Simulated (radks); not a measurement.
Spherical quantum dot in the effective-mass picture: electrons in a well V = -V0 / (1 + exp((r - R)/a)) with V0 = 8.14, R = 5.2, a = 0.46, all in effective atomic units (hartree* = m*/eps^2 hartree, bohr* = eps/m* bohr), one dielectric constant everywhere. Calculated with a radial shooting solver with Libxc functionals: non-relativistic Kohn-Sham, PBEsol, spin-polarised, spherical densities. Levels are named by radial order and angular momentum (1s, 1p, 1d, 2s, ...), and open shells are averaged over m. Results are scaled to m* = 0.123 and eps = 5.9, for which hartree* = 96.15 meV and bohr* = 2.538 nm. Each electron was tried in the lowest free levels, single moves between levels near the top were tried too, and the lowest total energy was kept; such a search can miss a lower state. The series stops at N = 26: beyond it a trial failed or the search could not be trusted, so later rows were left out. At N = 1 the Hartree and exchange-correlation terms need not cancel, so that row can carry a self-interaction error.

N	open shells	2S	mu = E(N) - E(N-1) (meV)	addition energy mu(N+1) - mu(N) (meV)	e(HOMO) (meV)	rms radius (nm)
1	1s(up 1, down 0)	1	-756.30	33.84	-742.84	6.070
2	none	0	-722.46	46.93	-709.33	6.455
3	1p(up 1, down 0)	1	-675.53	25.57	-662.89	6.958
4	1p(up 2, down 0)	2	-649.96	25.98	-636.98	7.253
5	1p(up 3, down 0)	3	-623.98	32.52	-610.99	7.467
6	1p(up 3, down 1)	2	-591.46	24.29	-579.44	7.649
7	1p(up 3, down 2)	1	-567.17	24.73	-554.83	7.799
8	none	0	-542.44	47.03	-530.05	7.927
9	1d(up 1, down 0)	1	-495.41	23.70	-483.58	8.080
10	1d(up 2, down 0)	2	-471.71	23.73	-459.85	8.209
11	1d(up 3, down 0)	3	-447.98	23.70	-436.12	8.323
12	1d(up 4, down 0)	4	-424.28	23.65	-412.44	8.424
13	1d(up 5, down 0)	5	-400.63	29.52	-388.83	8.516
14	1d(up 5, down 1)	4	-371.11	22.86	-359.70	8.602
15	1d(up 5, down 2)	3	-348.25	22.91	-336.80	8.681
16	1d(up 5, down 3)	2	-325.34	22.92	-313.88	8.754
17	1d(up 5, down 4)	1	-302.42	22.89	-290.97	8.823
18	none	0	-279.53	47.91	-268.10	8.887
19	1f(up 1, down 0)	1	-231.62	22.26	-220.49	8.960
20	1f(up 2, down 0)	2	-209.37	22.23	-198.24	9.027
21	1f(up 3, down 0)	3	-187.13	22.20	-176.03	9.090
22	1f(up 4, down 0)	4	-164.93	22.16	-153.85	9.150
23	1f(up 5, down 0)	5	-142.78	22.11	-131.71	9.206
24	1f(up 6, down 0)	6	-120.66	22.06	-109.63	9.260
25	1f(up 7, down 0)	7	-98.605	27.42	-87.593	9.311
26	1f(up 7, down 1)	6	-71.186	-	-60.370	9.361

All shells are closed at N = 2, 8, 18 (there: 1s2 1p6 1d10); the second difference of the energy has clear peaks (12 % above both neighbours; the first and last values, which can be the largest, are not judged, and half-filled shells can peak too) at N = 2, 5, 8, 13, 18.
